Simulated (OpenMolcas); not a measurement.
## Ionisation energies of titanium

| Item | Value |
| --- | --- |
| Program | OpenMolcas |
| Basis | ANO-R3 [7s5p5d3f2g1h] |
| Scalar Hamiltonian | X2C, finite nucleus |
| Spin-orbit coupling | RASSI with atomic mean-field integrals over the reference wave functions, term energies averaged over their components |

Active shells in each charge state: the valence d shell, with orbitals averaged over the low states. Where CASPT2's correlated closed shells are named, they are those of the first ion.

A. CASSCF
B. SS-CASPT2, IPEA 0.25 Eh, imaginary shift 0.1 Eh (closed shells correlated: 3s 3p)
C. SS-CASPT2, IPEA 0.25 Eh, imaginary shift 0.1 Eh (closed shells correlated: 2s 2p 3s 3p)
D. SS-CASPT2, IPEA 0 Eh, imaginary shift 0.1 Eh (closed shells correlated: 3s 3p)
E. SS-CASPT2, IPEA 0.25 Eh, imaginary shift 0.1 Eh (closed shells correlated: none)

Energies in eV between the lowest computed levels, named as in B; reference values from the NIST Atomic Spectra Database with their kind.

| From | To | A | B | C | D | E | Spin-orbit share in B | Reference |
| --- | --- | --- | --- | --- | --- | --- | --- | --- |
| Ti2+ 3d2 3F2 | Ti3+ 3d 2D 3/2 | 26.546 | 27.587 | 27.615 | 27.673 | 26.741 | +0.003 | 27.492 (measured) |
| Ti3+ 3d 2D 3/2 | Ti4+ 3p6 1S0 | 42.225 | 43.144 | 43.182 | 43.211 | 42.225 | +0.029 | 43.267 (measured) |

Error against the reference values, in %:

```
From  Reference     A     B     C     D     E
Ti2+   measured  -3.4  +0.3  +0.4  +0.7  -2.7
Ti3+   measured  -2.4  -0.3  -0.2  -0.1  -2.4
```

Mean absolute error over the 2 measured values: A 0.99 eV, B 0.11 eV, C 0.10 eV, D 0.12 eV, E 0.90 eV.

The lowest level within the active space need not be the ion's true ground level.
